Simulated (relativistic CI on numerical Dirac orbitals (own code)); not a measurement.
Yb V: calculation against measurement

Method of calculation: Dirac-Coulomb-Breit CI, KLI orbitals optimised for each configuration, QED by a radiative potential, valence Slater integrals scaled by 0.85, P86 correlation energy added to each configuration (own radial code, finite nucleus).

Configuration list (outside the closed core [Kr] 4d10): 4f¹²5s²5p⁶, 4f¹¹5s²5p⁶5d, 4f¹⁴5s²5p⁴, 4f¹³5s²5p⁵, 4f¹²5s²5p⁵5d, 4f¹¹5s²5p⁶6s, 4f¹¹5s²5p⁶6p, 4f¹²5s²5p⁵5f, 4f¹²5s²5p⁵6s, 4f¹²5s5p⁶5d, 4f¹¹5s²5p⁶7s, 4f¹⁴5p⁶, 4f¹³5s5p⁶, 4f¹⁴5s5p⁵, 4f¹²5s²5p⁵7s, 4f¹²5s²5p⁴6s². Levels of other configurations are missing.

| Configuration | Term (tabulated) | J | Measured (cm⁻¹) | Computed | Error | Purity (%) |
| --- | --- | --- | --- | --- | --- | --- |
| 4f¹²5s²5p⁶ | 3H | 6 | 0.0 | 0 | 0 | 99 |
| 4f¹²5s²5p⁶ | 3F | 4 | 6112.0 | 6025 | -87 | 57 |
| 4f¹²5s²5p⁶ | 3H | 5 | 9579.9 | 9446 | -134 | 100 |
| 4f¹²5s²5p⁶ | 3F | 3 | 16372.2 | 16645 | 273 | 100 |
| 4f¹²5s²5p⁶ | 3F | 2 | 16877.3 | 17267 | 390 | 76 |
| 4f¹²5s²5p⁶ | 1I | 6 | 39037.9 | 38403 | -635 | 99 |
| 4f¹²5s²5p⁶ | 3P | 0 | 39791.5 | 41365 | 1573 | 93 |
| 4f¹²5s²5p⁶ | 3P | 1 | 41080.9 | 42712 | 1632 | 100 |
| 4f¹²5s²5p⁶ | 3P | 2 | 43119.5 | 44182 | 1063 | 62 |

Measured levels from measured levels as listed in Tchang-Brillet, Wyart, Meftah and Ait Mammar, Atoms 6, 52 (2018); pairs were made by configuration, J and term (by order where the table uses no LS term), so strongly mixed levels may be paired wrongly. Some J values or terms of the table were assigned by a fit.

Mean error by configuration (cm⁻¹): 4f¹²5s²5p⁶ 509. Over the excited levels the mean absolute error is 723 cm⁻¹ (8 of the 11 excited levels that our extract of the source holds in range could be paired, and the others can miss by more), and the median relative error of those above 1,000 cm⁻¹ is 2 %. Some levels of the ground configuration have no partner.
